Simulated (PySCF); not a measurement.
**Electron correlation in Bi⁺ (bismuth, charge +1)**

[Xe] 4f14 5d10 6s1 6p2 6d1, one real determinant (an excited configuration). All numbers are calculated (PySCF 2.14, a scalar-relativistic core potential, in aug-cc-pwCVDZ-PP with ECP60MDF (6s5p4d1f, 48 functions)). Frozen: 5s2 5p6 5d10; 4 electrons correlated.

```csv
level,correlation energy (mhartree)
CCSD,-23.25
(T),-2.05
CCSD(T),-25.30
```

Diagnostics: T1 = 0.016, D1 = 0.0442, largest double amplitude 0.435.

**Question.** Is a single reference adequate?

**Answer.** Not fully. The real determinant used has ⟨L²⟩ near 8 against 12 for a pure F term, so it mixes terms. Spin-orbit coupling is strong in this species (close to jj coupling), so the high-spin LS determinant is a model state, not a physical level. The outer electron is Rydberg-like, and this basis confines it to a smaller radius and binds it less than a complete one would. A double-excitation amplitude exceeds 0.15, a sign of near-degeneracy.

The reference is one real determinant that mixes LS terms of this configuration.

Spin-orbit coupling is strong in this species, so the high-spin LS determinant is a model state.
